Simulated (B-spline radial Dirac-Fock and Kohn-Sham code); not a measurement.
# Ionisation of each subshell: Pt¹⁰⁺

System: the Pt¹⁰⁺ ion, 1s2 2s2 2p6 3s2 3p6 3d10 4s2 4p6 4d10 4f14 5s2 5p6; nuclear rms radius 5.427 fm (A = 195).

Method: ΔSCF Dirac-Fock with Breit, self-energy and vacuum polarisation, finite nucleus, configuration average. Computed with a radial finite-basis atomic code. No correlation. Energies are counted from the vacuum level.

All terms are in eV, carry their sign (relaxation lowers the binding energy) and add up to the binding energy; ⟨r⟩ is the mean radius of the orbital in the initial state.

```
subshell  −ε (Koopmans)  relaxation    Breit  self-energy  vacuum polarisation  binding energy  ⟨r⟩ (bohr)
      1s        79082.3      -86.03  -273.19      -180.02                36.24         78579.3       0.017
      2s        14179.2      -49.43   -31.23       -26.62                 5.05         14076.9       0.072
   2p1/2        13568.9      -54.16   -51.63        -0.58                 0.28         13462.9       0.059
   2p3/2        11836.8      -50.57   -30.57        -2.09                -0.18         11753.4       0.068
      3s         3528.0      -25.76    -5.76        -6.15                 1.14          3491.5       0.186
   3p1/2         3255.7      -26.89    -9.85        -0.26                 0.07          3218.8       0.177
   3p3/2         2869.5      -24.96    -5.38        -0.52                -0.05          2838.6       0.192
   3d3/2         2422.1      -27.88    -4.29         0.44                -0.06          2390.3       0.168
   3d5/2         2339.7      -27.20    -2.74         0.22                -0.05          2309.9       0.172
      4s          927.2       -8.33    -1.21        -1.51                 0.28           916.4       0.415
   4p1/2          810.5       -8.25    -2.10        -0.04                 0.01           800.1       0.418
   4p3/2          717.4       -7.14    -1.01        -0.10                -0.02           709.1       0.450
   4d3/2          525.9       -7.03    -0.61         0.12                -0.02           518.4       0.461
   4d5/2          508.3       -6.68    -0.28         0.07                -0.01           501.4       0.471
   4f5/2          262.5       -6.35     0.08         0.08                -0.01           256.3       0.500
   4f7/2          258.9       -6.17     0.21         0.07                -0.01           253.0       0.507
      5s          281.0       -0.87    -0.24        -0.31                 0.06           279.6       0.924
   5p1/2          237.4       -0.82    -0.38         0.00                 0.00           236.2       0.977
   5p3/2          219.1       -0.65    -0.17        -0.01                 0.00           218.3       1.044
```

For the deepest level, K (1s), the Breit terms make up -0.348 % of the binding energy, QED -0.183 % and orbital relaxation -0.109 %.

Going to the tabulated ground configuration of the next ion removes an electron from O3 (5p3/2), computed at 218.3 eV. NIST lists 220.4 ± 0.9 eV as the ionisation energy of this species (semi-empirical), +2.12 eV from the computed value.
